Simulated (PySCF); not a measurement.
Compound: C₆H₈F₃ (doublet state).
SMILES with atom numbers: `[CH3:1]/[CH:2]=[C:3]/[C@H:4]([F:5])[CH2:6][CH:7]([F:8])[F:9]` (hydrogens: H10, H11, H12 on C1; H13 on C2; H14 on C4; H15, H16 on C6; H17 on C7)

Geometry (GFN2-xTB, Å), atoms numbered from 1 in this order:
```xyz
17
C6H8F3 angstrom
C     -3.2194    0.6681   -0.2389
C     -2.0214   -0.2316   -0.1975
C     -0.7849    0.1358   -0.2857
C      0.5795   -0.3638   -0.2922
F      0.6004   -1.7696   -0.1350
C      1.4126    0.2385    0.8417
C      2.8534   -0.2423    0.7723
F      3.5542    0.1990    1.8445
F      3.4747    0.2701   -0.3198
H     -3.8216    0.5252    0.6569
H     -2.9188    1.7093   -0.3056
H     -3.8353    0.4197   -1.1018
H     -2.2771   -1.2933   -0.0897
H      1.0608   -0.1827   -1.2634
H      1.3957    1.3264    0.7625
H      0.9929   -0.0593    1.8037
H      2.9473   -1.3376    0.7313
```

The hyperfine couplings belong to this conformer and change with its torsions.

Level of theory: UKS B3LYP, pcH-1 on C F H, non-relativistic, mean-field spin-orbit, GIAO (PySCF 2.14.0). One conformer (not necessarily the lowest) at the GFN2-xTB geometry, without solvent, vibrations or thermal averaging. The geometry wasn't refined by DFT: couplings that depend on bond lengths, twists or pyramidal angles can differ widely from those at the functional's own minimum. No stability test was run, so a lower SCF solution isn't excluded.

Problem. Predict the first-order ENDOR lines of F5, H13, H14, H10/H11/H12, H15 and H17 under fast tumbling at B = 3345.5 mT (W band).

Solution. ν± = |νn ± a/2|, one line for each electron-spin manifold; νn = |g_N| × 7.62259 MHz/T × B.

| nuclei | isotope | g_N | νn (MHz) | a_iso (MHz) | lower line (MHz) | upper line (MHz) |
| --- | --- | --- | --- | --- | --- | --- |
| F5 | 19F | 5.2577 | 134.08 | 211.60 | 28.28 | 239.88 |
| H13 | 1H | 5.5857 | 142.44 | 171.54 | 56.67 | 228.21 |
| H14 | 1H | 5.5857 | 142.44 | 7.87 | 138.51 | 146.38 |
| H10/H11/H12 | 1H | 5.5857 | 142.44 | -7.27 | 138.81 | 146.08 |
| H15 | 1H | 5.5857 | 142.44 | 5.55 | 139.67 | 145.22 |
| H17 | 1H | 5.5857 | 142.44 | 0.51 | 142.19 | 142.70 |

Problem. Which pairs are centred on the nuclear Larmor frequency, and which on half the coupling?

Solution. Centred on νn, since |a| < 2νn: F5, H13, H14, H10/H11/H12, H15 and H17. No pair has |a| > 2νn.

Problem. At what field would the lower line of F5 fall to zero frequency?

Solution. Where νn = |a|/2, that is B = 105.80 MHz/(5.2577 × 7.62259 MHz/T) = 2640 mT, as far as first order holds there.

Class means assume fast exchange of nuclei equivalent by connectivity; if that motion is slow, each nucleus keeps its own coupling. The three 1H nuclei of mean -7.3 MHz run from -9.2 to -4.1 MHz in the frozen geometry.
